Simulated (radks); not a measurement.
Dynamic dipole polarisability and lines of the calcium ion Ca8+, [Ne] 3s2. All-electron calculation, scalar-relativistic Kohn-Sham, LB94 model potential, spin-unpolarised, spherical densities, finite nucleus; Fermi nuclear charge, rms radius of each element as measured or else 0.836 A^(1/3) + 0.57 fm. Program: a radial shooting solver on a logarithmic mesh with Libxc functionals. Time-dependent linear response with the Hartree and adiabatic LDA kernel, continuum included through the Sternheimer equations, no spin-orbit coupling, so fine structure and intercombination lines are absent. Lines are the poles of the dipole polarisability below minus the highest occupied eigenvalue, found on a grid refined at the orbital gaps; the lowest seven at most are given, and weak or close lines can be missed. The first line takes the name of the lowest orbital gap if no other gap lies below it; otherwise a line is named after a gap within 0.6 % of it, if that gap stands alone.

photon energy (eV),alpha (bohr^3)
0,1.085
9.352,1.230
28.055,-9.644
46.758,-0.4376
65.462,-0.1353

Lines (eV, oscillator strength): 26.672 (46.48 nm, 3s-3p), f = 0.991; 102.90 (12.05 nm, 3s-4p), f = 0.298; 137.23 (9.035 nm, 3s-5p), f = 0.0998; 154.43 (8.029 nm, 3s-6p), f = 0.0468; 164.37 (7.543 nm, 3s-7p), f = 0.0262; 170.66 (7.265 nm, 3s-8p), f = 0.0162. Higher lines, where found, are left out when the end of the mesh affects them. Those listed give 98 % of the static polarisability (sum of f/w^2). Orbital energy gaps for comparison: 3s-3p 20.948 eV; 3s-4p 103.30 eV; 3s-5p 137.39 eV; 3s-6p 154.51 eV; 3s-7p 164.43 eV. At laser wavelengths: 1550 nm 1.086, 1064 nm 1.087, 780 nm 1.089, 532 nm 1.093, 355 nm 1.103, 266 nm 1.118, 193 nm 1.149 bohr^3.
